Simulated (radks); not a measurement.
Values are calculated unless marked as measured or tabulated.
Valence configurations of Ru+ (all share [Kr]). Code: a radial shooting solver on a logarithmic mesh with Libxc functionals. Model: Dirac Kohn-Sham, LDA (Slater exchange, Perdew-Wang correlation), spin-unpolarised, spherical densities, point nucleus; open shells fill j = l - 1/2 first. Energies are relative to 4d7; eigenvalues in eV.

valence          E (eV)  e(4d3/2)  e(4d5/2)  e(5p1/2)  e(5p3/2)  e(5s1/2)
4d7               0.000   -12.954   -12.620         -         -         -
4d6.5 5s0.5       1.081   -14.329   -13.981         -         -   -11.458
4d6 5s1           2.537   -15.769   -15.407         -         -   -12.096
4d6.5 5p0.5       3.350   -14.920   -14.569    -7.319         -         -
4d5.5 5s1 5p0.5   6.855   -17.841   -17.462    -8.177         -   -13.106
4d6 5p1           7.277   -16.915   -16.548    -8.075         -         -
4d5 5s1 5p1      11.836   -19.939   -19.542    -8.892         -   -14.069
4d4.5 5s1 5p1.5  17.516   -22.056   -21.643    -9.567         -   -14.998
4d4 5s2 5p1      18.292   -23.170         -    -9.700         -   -15.272
4d4 5p3          30.055   -25.306         -   -10.767   -10.368         -

NIST lists [Kr] 4d7 as the ground configuration; this level of theory agrees among the configurations tried. The energies are those of spherical spin-averaged densities, not of single terms.
